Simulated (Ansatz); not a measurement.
CH2OS2Si, SMILES `O=C1[SiH2]SS1`. The species carries charge 0 and has multiplicity 1.

| atom | x (Å) | y (Å) | z (Å) |
| --- | --- | --- | --- |
| O1 | -0.635 | 0.135 | 2.149 |
| C2 | -0.582 | -0.018 | 0.971 |
| Si3 | 0.764 | 0.145 | -0.396 |
| S4 | -0.748 | -0.469 | -1.793 |
| S5 | -1.969 | -0.525 | -0.077 |
| H6 | 1.266 | 1.527 | -0.593 |
| H7 | 1.904 | -0.795 | -0.262 |

Q: Give the diagnostics of a CCSD(T)/def2-TZVPP run (frozen core, Ansatz 0.2.0). (Estimate.)

A: Computed: T1 = 0.0183, largest single amplitude 0.044, largest double 0.053, (T) share of the correlation energy 5.1 %, 12 CCSD cycles. The RHF solution is stable towards an unrestricted one. T1 lies under the customary mark of 0.02 for closed shells.
